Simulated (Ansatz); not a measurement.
# A ladder of methods for SnH3O2 (SMILES [OH][SnH][OH])

The species is SnH3O2 (6 atoms), meant as a doublet with charge 0. As SMILES, `[OH][SnH][OH]`. The shape was relaxed beforehand at B3LYP/def2-SVP. This is one conformer, not always the lowest.

Each level gives the adiabatic electron affinity (to the singlet anion, shapes relaxed at B3LYP/def2-SVP, no zero-point term) (eV). The values are calculated.

The electron affinity is E(neutral) − E(anion): positive where the electron is bound.

```tsv
level	kind	program	value (eV)
UHF/def2-TZVP (core potential)	Hartree–Fock	Ansatz	1.29
USVWN5/def2-TZVP (core potential)	LDA	Ansatz	2.25
UBLYP/def2-TZVP (core potential)	GGA	Ansatz	2.13
UPBE/def2-TZVP (core potential)	GGA	Ansatz	2.12
UB3LYP/def2-TZVP (core potential)	global hybrid	Ansatz	2.30
U-wB97M-V/def2-TZVP (core potential)	range-separated hybrid	Ansatz	2.22
UCAM-B3LYP/def2-TZVP (core potential)	range-separated hybrid	Ansatz	2.28
UMP2/def2-TZVP (core potential)	perturbation theory	Ansatz	2.18
```

Spin-orbit coupling, which can split open shells on such heavy atoms by tenths of an eV, is left out. The values span 1.29 to 2.30 eV. In the correlated wave-function rows the outer d shell of Sn is correlated, in sets not made for it.
